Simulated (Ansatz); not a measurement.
One geometry of the cluster Cu6Si⁺, several levels of theory.

```yaml
crystal:
  periodic: [false, false, false]
  atoms:
    - {symbol: Si, position_ang: [-0.222386, -1.656264, 0.868126]}
    - {symbol: Cu, position_ang: [0.185210, 0.679892, 0.864851]}
    - {symbol: Cu, position_ang: [0.146562, 1.331878, -1.493129]}
    - {symbol: Cu, position_ang: [2.220468, 1.189029, -0.314888]}
    - {symbol: Cu, position_ang: [0.974812, -0.839159, -0.912033]}
    - {symbol: Cu, position_ang: [-1.837070, -0.274821, 1.724166]}
    - {symbol: Cu, position_ang: [-1.467597, -0.430554, -0.737093]}
basis:
  gaussian: {orbitals: def2-TZVP, initial_orbitals: start.molden}
total_charge: 1
magnetization: {spin_polarized: true, initial_magnetization: 1}
hamiltonian: {xc: pbe0, dispersion: d4}
scf: {omitted_lower_state_checks: [starts]}
output: {orbitals: {seedname: orbitals}}
```

The file start.molden holds the orbitals of an earlier run on this structure, at another level or in another basis.

```sh
$ ansatz run in.yaml --threads 4 --pin off --events-out ev --progress --plain --max-ram 6963MiB
```

Output, abridged:

```
Functional definition: PBE0
3052 factors; integrals over basis functions are off by at most 6.2e-4 eV
mean field evaluation 1: about -275672.6924 eV, gradient 1.5e2 eV
mean field evaluation 2: about -275676.6359 eV, gradient 7.1e0 eV
mean field evaluation 4: about -275677.5973 eV, gradient 7.6e-1 eV
mean field evaluation 8: about -275677.6035 eV, gradient 7.1e-5 eV
mean field -275677.60351079 eV, -10130.9650680306 hartree, gradient 2.0e-5 eV, S^2 0.764177; 0 other end points of the search recorded, 0 dependent functions left out
reference -275677.60355384 eV, -10130.9650696125 hartree; 94, 93 occupied and 213, 214 virtual orbitals, 3052 factors
Total energy: -275678.07805910 eV, -10130.9825073591 hartree
Checks for a lower state left out: starts
```

It took 1.9 min on 4 threads of Intel Xeon on a shared host, peak host memory 2.6 GiB.

The first input with `gaussian: {orbitals: def2-SVP, initial_orbitals: start.molden}`, `hamiltonian: {xc: pbe, dispersion: d4}` (abridged; 20 s):

```
Functional definition: PBE
mean field -275635.83144413 eV, -10129.4299728950 hartree, gradient 2.6e-5 eV, S^2 0.754488
Total energy: -275636.38452395 eV, -10129.4502982035 hartree
Checks for a lower state left out: starts
```

As the first input, with `hamiltonian: {xc: {name: r2SCANh}, dispersion: d4}` (abridged; 2.7 min):

```
Functional definition: r2SCANh
mean field -275715.07629116 eV, -10132.3421673090 hartree, gradient 2.1e-5 eV, S^2 0.765611
Total energy: -275715.19708201 eV, -10132.3466062911 hartree
Checks for a lower state left out: starts
```

The first input with `gaussian: {orbitals: STO-3G}`, `hamiltonian: {xc: hf}` (abridged; 2.7 min):

```
Functional definition: HF
mean field evaluation 16: about -272345.2834 eV, gradient 2.6e0 eV
mean field evaluation 32: about -272346.3507 eV, gradient 3.9e-1 eV
mean field -272346.35259560 eV, -10008.5438549004 hartree, gradient 3.0e-6 eV, S^2 8.733740
Total energy: -272346.35259560 eV, -10008.5438549004 hartree
Checks for a lower state left out: starts
```

First input, but with `gaussian: {orbitals: def2-SVP, initial_orbitals: start.molden}` (abridged; 46 s):

```
Functional definition: PBE0
mean field -275636.01255873 eV, -10129.4366287337 hartree, gradient 3.9e-5 eV, S^2 0.763367
Total energy: -275636.48711271 eV, -10129.4540682709 hartree
Checks for a lower state left out: starts
```

The first input with `gaussian: {orbitals: def2-SVP, initial_orbitals: start.molden}`, `correlation: {method: mp2, frozen_orbitals: {Cu: 9, Si: 5}}` and without the key `hamiltonian` (abridged; 57 s):

```
Functional definition: HF
mean field -275403.08017745 eV, -10120.8765216089 hartree, gradient 4.4e-6 eV, S^2 1.259467
59 core orbitals not correlated: weight in the atoms' cores, before any rotation towards them, 1.000 or more for the frozen orbitals, at most 0.000 for the correlated occupied ones
second order -55.72030540 eV of doubles, -0.00000000 eV of singles
Total energy: -275458.80048285 eV, -10122.9242050637 hartree
Checks for a lower state left out: starts
```

The first input with `hamiltonian: {xc: r2scan, dispersion: d4}` (abridged; 1.8 min):

```
Functional definition: r2SCAN
mean field -275719.22475659 eV, -10132.4946206016 hartree, gradient 2.0e-5 eV, S^2 0.762299
Total energy: -275719.32850006 eV, -10132.4984331040 hartree
Checks for a lower state left out: starts
```

Geometry: PBE-D4/def2-SVP.

Correlated methods freeze 59 core orbitals. At HF/STO-3G, MP2/def2-SVP the charge 1 doublet is spin-contaminated (final ⟨S²⟩ up to 8.73, 0.75 for a pure state). Another isomer (doublet) lies 0.45 eV lower at PBE0-D4/def2-TZVP; other spin states weren't run for this one.
